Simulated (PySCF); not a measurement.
# How methods differ on the ionisation energy of Ni¹³⁺

Ni¹³⁺ [Ne] 3s2 3p3 (4S) → Ni¹⁴⁺ [Ne] 3s2 3p2 (3P), as a difference of total energies. All numbers are calculated (PySCF 2.14, the spin-free X2C one-electron Hamiltonian (Gaussian nucleus), in an uncontracted even-tempered set (19 s from 0.93 bohr⁻², ratio 2.5; 12 p from 1.2 bohr⁻², ratio 2.5; 5 d from 6.3 bohr⁻², ratio 2.7; 4 f from 9.5 bohr⁻², ratio 2.7)). Correlated levels: outer shells: 1s2 frozen; virtual orbitals above 40 to 60 times the deepest correlated orbital energy dropped. The calculations carry no spin-orbit coupling.

| method | ionisation energy (eV) |
| --- | --- |
| UHF | 426.45 |
| LDA | 427.25 |
| PBE | 427.23 |
| PBE0 | 427.36 |
| r2SCAN | 427.77 |
| BHandHLYP | 427.30 |
| B2PLYP | 427.19 |
| MP2 (outer shells) | 427.03 |
| SCS-MP2 (outer shells) | 426.80 |

**Question.** How much does correlation contribute at MP2 (outer shells)?

**Answer.** 427.03 − (426.45) = 0.58 eV, measured against UHF.

A first-order spin-orbit estimate (lowest level to lowest level, LS coupling) adds -2.129 eV.

For comparison: 429.3 ± 0.8 eV (semi-empirical (NIST evaluation); NIST Atomic Spectra Database, ionization energies).
